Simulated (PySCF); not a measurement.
**Neon: a sound run and one with changed settings**

Sound run: Ne⁺ [He] 2s2 2p5, Ne²⁺ [He] 2s2 2p4. All numbers are calculated (PySCF 2.14, scalar relativity by spin-free X2C-1e, in cc-pVDZ-DK (3s2p1d, 14 functions)). In the sound run the correlated levels freeze 1s2. The sound run starts from symmetry-adapted Hartree-Fock orbitals and uses a fine grid where one is needed.

Changed run: basis STO-3G, all-electron and non-relativistic. This setting is unsound on purpose.

```csv
species,method,sound run (hartree),changed run (hartree),converged
Ne⁺,UHF,-127.90320,-126.06147,yes
Ne⁺,B3LYP,-128.26531,-126.34172,yes
Ne⁺,M06-L,-128.25424,-126.35495,yes
Ne⁺,MP2,-128.03717,-126.06147,yes
Ne²⁺,UHF,-126.45544,-124.57400,yes
Ne²⁺,B3LYP,-126.74399,-124.79969,yes
Ne²⁺,M06-L,-126.73986,-124.81819,yes
Ne²⁺,MP2,-126.54931,-124.57400,yes
```

Ionisation energy of Ne⁺:

| method | sound run (eV) | changed run (eV) |
| --- | --- | --- |
| UHF | 39.395 | 40.476 |
| B3LYP | 41.397 | 41.961 |
| M06-L | 41.208 | 41.817 |
| MP2 | 40.487 | 40.476 |
| SCS-MP2 | 40.438 | 40.476 |

A minimal basis cannot let orbitals breathe on ionisation and holds almost no correlation. The Hamiltonian changed with the basis, so the totals do not compare.

For comparison, NIST gives 40.963 eV between the lowest levels.
